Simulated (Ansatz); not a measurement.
`OC/C=C/[SiH3]` + `[OH][Sc]([OH])[OH]` → `[OH][Sc]([OH])[O][SiH3]` + `C=CCO`  (ligand exchange at the Si–C bond)

Calculated with Ansatz (gas phase, PBE0-D4/def2-TZVP geometries, no zero-point term in ΔE). CCSD(T)/CBS adds triple-zeta CCSD(T) − MP2 to the extrapolated MP2 energy (def2 sets, frozen cores). Functionals use def2-TZVPP. B3LYP here is the variant with VWN-RPA as its local correlation; programs differ in this. HSE06 is defined as in plane-wave codes. For Sc outer-core shells are correlated without core-valence functions, which leaves a few kJ/mol of doubt a bond. Scalar relativity is left out up to krypton. One conformer a species, not always the lowest.

```json
{"level": "LDA (SPW92)", "ΔE (kJ/mol)": "-96.1", "difference from CCSD(T)/CBS": "19.3"}
{"level": "PBE-D4", "ΔE (kJ/mol)": "-97.9", "difference from CCSD(T)/CBS": "17.5"}
{"level": "revPBE-D4", "ΔE (kJ/mol)": "-96.4", "difference from CCSD(T)/CBS": "19.0"}
{"level": "BLYP-D4", "ΔE (kJ/mol)": "-108.0", "difference from CCSD(T)/CBS": "7.4"}
{"level": "r2SCAN-D4", "ΔE (kJ/mol)": "-110.8", "difference from CCSD(T)/CBS": "4.6"}
{"level": "PBE0-D4", "ΔE (kJ/mol)": "-104.3", "difference from CCSD(T)/CBS": "11.1"}
{"level": "B3LYP-D4", "ΔE (kJ/mol)": "-113.1", "difference from CCSD(T)/CBS": "2.3"}
{"level": "r2SCANh-D4", "ΔE (kJ/mol)": "-111.8", "difference from CCSD(T)/CBS": "3.6"}
{"level": "r2SCAN0-D4", "ΔE (kJ/mol)": "-113.4", "difference from CCSD(T)/CBS": "2.0"}
{"level": "HSE06-D4", "ΔE (kJ/mol)": "-104.3", "difference from CCSD(T)/CBS": "11.1"}
{"level": "BHLYP-D4", "ΔE (kJ/mol)": "-122.1", "difference from CCSD(T)/CBS": "-6.7"}
{"level": "ωB97X-V", "ΔE (kJ/mol)": "-111.4", "difference from CCSD(T)/CBS": "4.0"}
{"level": "ωB97M-V", "ΔE (kJ/mol)": "-110.8", "difference from CCSD(T)/CBS": "4.6"}
{"level": "B2PLYP", "ΔE (kJ/mol)": "-116.8", "difference from CCSD(T)/CBS": "-1.4"}
{"level": "PBE-QIDH", "ΔE (kJ/mol)": "-112.3", "difference from CCSD(T)/CBS": "3.1"}
{"level": "PBE", "ΔE (kJ/mol)": "-99.4", "difference from CCSD(T)/CBS": "16.0"}
{"level": "revPBE", "ΔE (kJ/mol)": "-100.4", "difference from CCSD(T)/CBS": "15.0"}
{"level": "BLYP", "ΔE (kJ/mol)": "-111.3", "difference from CCSD(T)/CBS": "4.1"}
{"level": "r2SCAN", "ΔE (kJ/mol)": "-111.2", "difference from CCSD(T)/CBS": "4.2"}
{"level": "PBE0", "ΔE (kJ/mol)": "-105.6", "difference from CCSD(T)/CBS": "9.8"}
{"level": "B3LYP", "ΔE (kJ/mol)": "-115.4", "difference from CCSD(T)/CBS": "0.0"}
{"level": "r2SCANh", "ΔE (kJ/mol)": "-112.3", "difference from CCSD(T)/CBS": "3.1"}
{"level": "r2SCAN0", "ΔE (kJ/mol)": "-113.8", "difference from CCSD(T)/CBS": "1.6"}
{"level": "HSE06", "ΔE (kJ/mol)": "-105.5", "difference from CCSD(T)/CBS": "9.9"}
{"level": "BHLYP", "ΔE (kJ/mol)": "-123.3", "difference from CCSD(T)/CBS": "-7.9"}
{"level": "CAM-B3LYP", "ΔE (kJ/mol)": "-117.4", "difference from CCSD(T)/CBS": "-2.0"}
{"level": "RPA@PBE/def2-TZVPP", "ΔE (kJ/mol)": "-115.2", "difference from CCSD(T)/CBS": "0.2"}
{"level": "MP2/def2-SVP", "ΔE (kJ/mol)": "-120.4", "difference from CCSD(T)/CBS": "-5.0"}
{"level": "CCSD/def2-SVP", "ΔE (kJ/mol)": "-121.5", "difference from CCSD(T)/CBS": "-6.1"}
{"level": "CCSD(T)/def2-SVP", "ΔE (kJ/mol)": "-119.7", "difference from CCSD(T)/CBS": "-4.3"}
{"level": "HF/def2-TZVPP", "ΔE (kJ/mol)": "-135.5", "difference from CCSD(T)/CBS": "-20.1"}
{"level": "SCS-MP2/def2-TZVPP", "ΔE (kJ/mol)": "-119.6", "difference from CCSD(T)/CBS": "-4.2"}
{"level": "CCSD/def2-TZVPP", "ΔE (kJ/mol)": "-118.3", "difference from CCSD(T)/CBS": "-2.9"}
{"level": "CCSD(T)/def2-TZVPP", "ΔE (kJ/mol)": "-115.4", "difference from CCSD(T)/CBS": "0.0"}
{"level": "HF/def2-QZVPP", "ΔE (kJ/mol)": "-137.6", "difference from CCSD(T)/CBS": "-22.2"}
{"level": "MP2/def2-QZVPP", "ΔE (kJ/mol)": "-115.7", "difference from CCSD(T)/CBS": "-0.3"}
{"level": "SCS-MP2/def2-QZVPP", "ΔE (kJ/mol)": "-120.2", "difference from CCSD(T)/CBS": "-4.8"}
{"level": "HF/CBS(def2)", "ΔE (kJ/mol)": "-137.9", "difference from CCSD(T)/CBS": "-22.5"}
{"level": "MP2/CBS(def2)", "ΔE (kJ/mol)": "-115.0", "difference from CCSD(T)/CBS": "0.4"}
{"level": "CCSD/CBS(def2)", "ΔE (kJ/mol)": "-118.4", "difference from CCSD(T)/CBS": "-3.0"}
{"level": "CCSD(T)/CBS", "ΔE (kJ/mol)": "-115.4", "difference from CCSD(T)/CBS": "0"}
```

Largest T1 diagnostic among the species: 0.016.

At CCSD(T), def2-SVP lies −4.3 kJ/mol from the extrapolated value and def2-TZVPP +0.0 kJ/mol. Leaving LDA and LC-ωPBE aside and taking each functional with its dispersion term where it has one, the values spread over 25.7 kJ/mol, from BHLYP-D4 to revPBE-D4. LDA lies +3.3 kJ/mol from PBE without D4.

CCSD(T)/CBS has its own doubt, a few kJ/mol and more with outer-core shells, so smaller differences from it don't rank the levels.
